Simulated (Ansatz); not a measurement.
C4H9BO2, singlet, at a GFN2-xTB geometry; REVPBE/STO-3G (Ansatz, a program for electronic structure).

The Ansatz input:
Ansatz 0.2 input:
```yaml
crystal:
  periodic: [false, false, false]
  atoms:
    - {symbol: C, position_ang: [2.74338389, 0.22549765, 0.34904990]}
    - {symbol: C, position_ang: [1.68139064, 0.62888805, -0.32425605]}
    - {symbol: C, position_ang: [0.80047299, -0.27060804, -1.14238911]}
    - {symbol: O, position_ang: [-0.57838517, -0.02186098, -0.94608282]}
    - {symbol: B, position_ang: [-1.20809889, -0.13669847, 0.25588193]}
    - {symbol: C, position_ang: [-2.77583325, 0.13522956, 0.27725420]}
    - {symbol: O, position_ang: [-0.58854932, -0.47429655, 1.41240523]}
    - {symbol: H, position_ang: [3.05626289, -0.80687322, 0.35340920]}
    - {symbol: H, position_ang: [3.35672123, 0.91063240, 0.90849215]}
    - {symbol: H, position_ang: [1.37749951, 1.66695013, -0.31933828]}
    - {symbol: H, position_ang: [1.02976826, -1.32529384, -0.93473261]}
    - {symbol: H, position_ang: [0.98487861, -0.08235605, -2.20816575]}
    - {symbol: H, position_ang: [-3.12717273, 0.51900514, -0.67461270]}
    - {symbol: H, position_ang: [-3.31986614, -0.78059269, 0.49217018]}
    - {symbol: H, position_ang: [-3.03772306, 0.84691425, 1.05465550]}
    - {symbol: H, position_ang: [0.35911633, -0.60967682, 1.36017987]}
basis:
  gaussian:
    orbitals: STO-3G
hamiltonian:
  xc: revpbe
```

It wrote (shortened):

```
Functional definition: revPBE
623 factors; integrals over basis functions are off by at most 1.1e-4 eV
mean field evaluation 1: about -8947.3728 eV, gradient 1.8e1 eV
mean field evaluation 2: about -8946.4192 eV, gradient 2.6e1 eV
mean field evaluation 4: about -8948.2889 eV, gradient 2.2e0 eV
mean field evaluation 8: about -8948.1078 eV, gradient 7.7e-2 eV
mean field -8948.10779437 eV, -328.8368961977 hartree, gradient 5.1e-5 eV, S^2 0.000000; 0 other end points of the search recorded, 0 dependent functions left out
reference -8948.10783194 eV, -328.8368975784 hartree; 27, 27 occupied and 17, 17 virtual orbitals, 623 factors
Total energy: -8948.10783194 eV, -328.8368975784 hartree
```
